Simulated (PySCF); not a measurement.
Isomers of C7H14O2, mass 130.099 u with the commonest isotopes. Method: PBE0/pcSseg-1 in PySCF (dipole) on a GFN2-xTB geometry, gas phase. One conformer each, none proved a minimum here; rigid rotors.

Question: Order these by rotational constant B, largest first.
A. `[CH3:1][CH2:2][C:3](=[O:4])[O:5][C@@H:6]([CH3:7])[CH2:8][CH3:9]` with C1–C2–C3–O4 -1°, C2–C3–O5–C6 180°, C3–O5–C6–C7 84°, O5–C6–C8–C9 64°
B. `[CH3:1][O:2][C:3]([CH3:4])([O:5][CH3:6])[CH:7]1[CH2:8][CH2:9]1` with C1–O2–C3–C4 -56°, O2–C3–O5–C6 61°, O2–C3–C7–C8 47°
C. `[CH3:1][CH2:2][O:3][C:4](=[O:5])[C@@H:6]([CH3:7])[CH2:8][CH3:9]` with C1–C2–O3–C4 -82°, C2–O3–C4–O5 -1°, O3–C4–C6–C7 120°, C4–C6–C8–C9 63° (ethyl 2-methylbutyrate)

Answer: B (1448 MHz), C (1096 MHz), A (882.5 MHz).

Question: Order these by rotational constant A, smallest first.
A. `[CH3:1][O:2][C:3]([CH3:4])([O:5][CH3:6])[CH:7]1[CH2:8][CH2:9]1` with C1–O2–C3–C4 -56°, O2–C3–O5–C6 61°, O2–C3–C7–C8 47°
B. `[CH3:1][CH2:2][O:3][C:4](=[O:5])[C@@H:6]([CH3:7])[CH2:8][CH3:9]` with C1–C2–O3–C4 -82°, C2–O3–C4–O5 -1°, O3–C4–C6–C7 120°, C4–C6–C8–C9 63°
C. `[CH3:1][CH2:2][C:3](=[O:4])[O:5][C@@H:6]([CH3:7])[CH2:8][CH3:9]` with C1–C2–C3–O4 -1°, C2–C3–O5–C6 180°, C3–O5–C6–C7 84°, O5–C6–C8–C9 64°

Answer: A (2011 MHz), B (2338 MHz), C (2785 MHz).

Question: Order these by dipole moment, largest first.
A. `[CH3:1][CH2:2][C:3](=[O:4])[O:5][C@@H:6]([CH3:7])[CH2:8][CH3:9]` with C1–C2–C3–O4 -1°, C2–C3–O5–C6 180°, C3–O5–C6–C7 84°, O5–C6–C8–C9 64°
B. `[CH3:1][CH2:2][O:3][C:4](=[O:5])[C@@H:6]([CH3:7])[CH2:8][CH3:9]` with C1–C2–O3–C4 -82°, C2–O3–C4–O5 -1°, O3–C4–C6–C7 120°, C4–C6–C8–C9 63°
C. `[CH3:1][O:2][C:3]([CH3:4])([O:5][CH3:6])[CH:7]1[CH2:8][CH2:9]1` with C1–O2–C3–C4 -56°, O2–C3–O5–C6 61°, O2–C3–C7–C8 47°

Answer: A (1.86 D), B (1.67 D), C (0.30 D).

```json
{"SMILES": "CCC(=O)O[C@@H](C)CC", "point group": "C1", "Ia (u·Å²)": "181.44", "Ib (u·Å²)": "572.67", "Ic (u·Å²)": "665.22", "κ": "-0.88", "μa (D)": "1.01", "μb (D)": "0.77", "μc (D)": "1.36"}
{"SMILES": "CCOC(=O)[C@@H](C)CC", "point group": "C1", "Ia (u·Å²)": "216.13", "Ib (u·Å²)": "461.10", "Ic (u·Å²)": "569.45", "κ": "-0.71", "μa (D)": "0.36", "μb (D)": "0.49", "μc (D)": "1.56"}
{"SMILES": "COC(C)(OC)C1CC1", "point group": "C1", "Ia (u·Å²)": "251.29", "Ib (u·Å²)": "348.99", "Ic (u·Å²)": "403.97", "κ": "-0.48", "μa (D)": "0.21", "μb (D)": "0.01", "μc (D)": "0.21"}
```
